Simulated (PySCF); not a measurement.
Isomers of C6H7N, one conformer each; single-point electronic energies without zero-point terms and without any empirical dispersion term.

All values: CAM-B3LYP/def2-SVPD (PySCF, non-relativistic), each on one gas-phase PBE0-D3(BJ)/def2-SVP geometry that isn't relaxed in the solvent. The solvent is an IEF-PCM continuum (cavity from Bondi-type radii × 1.2). Only the electrostatic response of the medium enters.

| isomer | relative energy, gas (kJ/mol) | dipole (D) |
| --- | --- | --- |
| `Cc1ccccn1` | 0.0 | 1.99 |
| `N#CC=C1CCC1` | 173.0 | 5.01 |

**Question.** How do the relative energies look in chloroform (ε = 4.711)?

**Answer.** 
```tsv
isomer	relative energy, solvent (kJ/mol)	E(solvent) − E(gas) (kJ/mol)	dipole in solvent (D)
`Cc1ccccn1`	0.0	-13.0	2.63
`N#CC=C1CCC1`	164.6	-21.5	6.19
```

The order is unchanged. `N#CC=C1CCC1` gains most from the continuum, and it has the largest gas-phase dipole. The gains span 8.5 kJ/mol, the gas-phase energies 173.0 kJ/mol.
